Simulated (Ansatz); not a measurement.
Program: Ansatz. Geometries: PBE0-D4/def2-TZVP. ΔE: electronic, gas phase. CCSD(T)/CBS adds triple-zeta CCSD(T) − MP2 to the extrapolated MP2 energy (def2 sets, frozen cores). Functionals use def2-TZVPP. B3LYP here is the variant with VWN-RPA as its local correlation; programs differ in this. def2 core potentials past Kr. For Br, In, Sn outer-core shells are correlated without core-valence functions, which leaves a few kJ/mol of doubt a bond. Scalar relativity is left out up to krypton. One conformer a species, not always the lowest.

Reaction (redistribution): `[F][In]([SH])[Br]` + `C[N](C)[Sn][Cl]` → `C[N](C)[In]([F])[SH]` + `[Cl][Sn][Br]`

```tsv
level	ΔE (kcal/mol)	difference from CCSD(T)/CBS
PBE-D4	7.6	0.2
PBE0-D4	7.5	0.1
B3LYP-D4	7.5	0.1
ωB97M-V	7.3	-0.1
PBE	7.0	-0.4
B3LYP	6.5	-0.9
MP2/def2-TZVPP	8.6	1.2
HF/def2-QZVPP	6.6	-0.8
MP2/CBS(def2)	7.4	0.0
CCSD/CBS(def2)	6.7	-0.7
CCSD(T)/CBS	7.4	0
```

Largest T1 diagnostic among the species: 0.017.

In def2-TZVPP, CCSD(T) changes the Hartree–Fock value by +1.9 kcal/mol (the triples alone add +0.7 kcal/mol) and MP2 by +1.9 kcal/mol. The D4 term adds +1.0 kcal/mol with B3LYP and +0.5 kcal/mol with PBE0; it sums over pairs of atoms, weighted by their polarisabilities, and B3LYP, whose exchange is more repulsive, gets the larger term.
